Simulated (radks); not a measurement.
Radial electron density D(r) = 4 pi r^2 rho(r) of an atom or ion with 27 electrons. All-electron calculation, scalar-relativistic Kohn-Sham, PBE, spin-polarised, spherical densities, finite nucleus; Fermi nuclear charge, rms radius of each element as measured or else 0.836 A^(1/3) + 0.57 fm. Program: a radial shooting solver on a logarithmic mesh with Libxc functionals.

```
   r/bohr * D(r) (the largest magnitude, 63.1, reaches the edge; | marks zero)
 0.001535 |*
 0.001717 | *
 0.001921 | *
 0.002148 |  *
 0.002403 |  *
 0.002688 |   *
 0.003006 |    *
 0.003362 |     *
 0.003761 |      *
 0.004207 |       *
 0.004705 |        *
 0.005263 |          *
 0.005886 |            *
 0.006584 |              *
 0.007423 |                 *
 0.008303 |                    *
 0.009287 |                       *
  0.01039 |                          *
  0.01162 |                             *
    0.013 |                                *
  0.01454 |                                   *
  0.01626 |                                      *
  0.01819 |                                         *
  0.02034 |                                          *
  0.02275 |                                            *
  0.02545 |                                            *
  0.02846 |                                            *
  0.03184 |                                          *
  0.03561 |                                         *
  0.03983 |                                       *
  0.04455 |                                      *
  0.04983 |                                     *
  0.05574 |                                     *
  0.06234 |                                       *
  0.06973 |                                          *
  0.07799 |                                             *
  0.08724 |                                                 *
  0.09758 |                                                    *
   0.1091 |                                                      *
   0.1221 |                                                     *
   0.1365 |                                                   *
   0.1527 |                                              *
   0.1708 |                                        *
   0.1911 |                                    *
   0.2137 |                                 *
    0.239 |                                *
   0.2695 |                                  *
   0.3015 |                                    *
   0.3372 |                                      *
   0.3771 |                                      *
   0.4218 |                                   *
   0.4718 |                              *
   0.5278 |                       *
   0.5903 |                *
   0.6603 |          *
   0.7385 |     *
    0.826 |  *
   0.9239 |*
    1.033 |*
    1.156 *
    1.293 *
    1.446 *
```

What is the nuclear charge?

Answer. Z = 41. The innermost maximum, from 1s, lies near gamma/Z bohr with gamma = sqrt(1 - (Z/c)^2) = 0.954, here 0.0233 bohr (found: 0.0254), and its height grows with Z. The density is that of the niobium ion Nb14+ in [Ar] 3d9; the configuration itself is not fixed sharply by these data, and Z only to a few units. D(r) has 3 maxima, at r = 0.0254, 0.113, 0.354 bohr, and minima at 0.0515, 0.232 bohr, inside which lie 2.04, 11.15 electrons.
